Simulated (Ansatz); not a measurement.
The cluster VB6⁺, relaxed as a singlet with RKS r2SCAN-D4/def2-SVP in Ansatz, starting from the GFN2-xTB geometry. Force threshold 0.02 eV/Å.

The restricted singlet is unstable towards broken spin symmetry at other levels; at r2SCAN-D4/def2-SVP this wasn't settled. The relaxation made no stability test and no search for a lower SCF solution. No other spin state of charge 1 was run. Another isomer (singlet) lies 0.77 eV lower at PBE0-D4/def2-TZVP; other spin states weren't run for this one.

Start:

Cartesian coordinates in Å:
```
V -1.904 -0.624 0.035
B -0.628 0.904 0.054
B -0.164 -0.563 -0.934
B 0.764 0.787 -0.809
B -0.107 -0.636 0.895
B 1.227 -0.588 -0.061
B 0.813 0.721 0.820
```

Task: Estimate the energy that the relaxation releases and the steps that it takes.

Result: 18.7 kJ/mol, in 6 steps; 15 s on 4 threads of Arm Neoverse V1 on a shared host. No frequencies were taken in this run, so the end may be a saddle point.

Task: Does the start keep its bonding and symmetry?

Result: By distances, no bond broke or formed. The bond that changes most is B2–B4, from 1.64 to 1.71 Å (atoms count from 1). Point group C3v at the start, C3v at the end, both within 0.05 Å.

Task: Predict the relaxed structure.

Result: 
```csv
atom,x (Å),y (Å),z (Å)
V1,-1.932,-0.634,0.035
B2,-0.662,0.893,0.055
B3,-0.199,-0.574,-0.932
B4,0.809,0.797,-0.804
B5,-0.142,-0.647,0.894
B6,1.268,-0.567,-0.062
B7,0.858,0.732,0.814
```
Bond lengths: 12 × B–B 1.62 to 1.83 Å; 3 × B–V 1.99 Å.
